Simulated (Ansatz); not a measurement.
A run for Ansatz (a quantum-chemistry and plane-wave program): R-PBE/def2-TZVPP on H10Si4 (SMILES [SiH3][SiH]([SiH3])[SiH3]).

Ansatz 0.2 input:
```yaml
crystal:
  periodic: [false, false, false]
  atoms:
    - {symbol: Si, position_ang: [-0.15412177, -1.05417193, 1.94477867]}
    - {symbol: Si, position_ang: [0.36939310, -0.50703398, -0.28127780]}
    - {symbol: Si, position_ang: [-1.61993108, -0.21164616, -1.49946375]}
    - {symbol: Si, position_ang: [1.61138664, 1.48908037, -0.32150008]}
    - {symbol: H, position_ang: [-0.95560384, 0.05592409, 2.54056582]}
    - {symbol: H, position_ang: [1.08843996, -1.23397055, 2.75258356]}
    - {symbol: H, position_ang: [-0.95763097, -2.31090430, 2.00669858]}
    - {symbol: H, position_ang: [1.17336369, -1.61062294, -0.89338133]}
    - {symbol: H, position_ang: [-2.41005224, 0.89143607, -0.87610479]}
    - {symbol: H, position_ang: [-1.32442863, 0.15337141, -2.91659831]}
    - {symbol: H, position_ang: [-2.44199895, -1.45773602, -1.48210221]}
    - {symbol: H, position_ang: [1.94799382, 1.87574719, -1.72364661]}
    - {symbol: H, position_ang: [0.79617249, 2.57894985, 0.29272172]}
    - {symbol: H, position_ang: [2.87681778, 1.34167689, 0.45682653]}
basis:
  gaussian:
    orbitals: def2-TZVPP
hamiltonian:
  xc: {name: PBE}
scf: {lower_state_search: off}
```

The log:

```
WARN ansatz: RAYON_NUM_THREADS=8 ignored (pool sized by the plan → 8); use --threads N
Functional definition: PBE
these checks for a lower state are left out or cut short: stability, starts, cluster_reference, orbital_swaps, neighbouring_geometries, increment
integrals: 0.36 GiB planned
1742 factors; their error is unknown
mean field: 1.97 GiB planned
mean field evaluation 1: about -31655.1110 eV, gradient 2.3e1 eV
mean field evaluation 2: about -31656.7542 eV, gradient 1.2e1 eV
mean field evaluation 4: about -31657.3243 eV, gradient 1.0e0 eV
mean field evaluation 8: about -31657.2600 eV, gradient 2.2e-1 eV
mean field evaluation 16: about -31657.2601 eV, gradient 7.2e-6 eV
mean field -31657.26007899 eV, -1163.3828498414 hartree, gradient 7.2e-6 eV, S^2 0.000000; 0 other end points of the search recorded, 0 dependent functions left out
reference -31657.26013820 eV, -1163.3828520173 hartree; 33, 33 occupied and 275, 275 virtual orbitals, 1742 factors
Total energy: -31657.26013820 eV, -1163.3828520173 hartree
Checks for a lower state left out: stability, starts, cluster_reference, orbital_swaps, neighbouring_geometries, increment
```

Self-consistency was reached.

Cost: roughly 4 core-seconds.
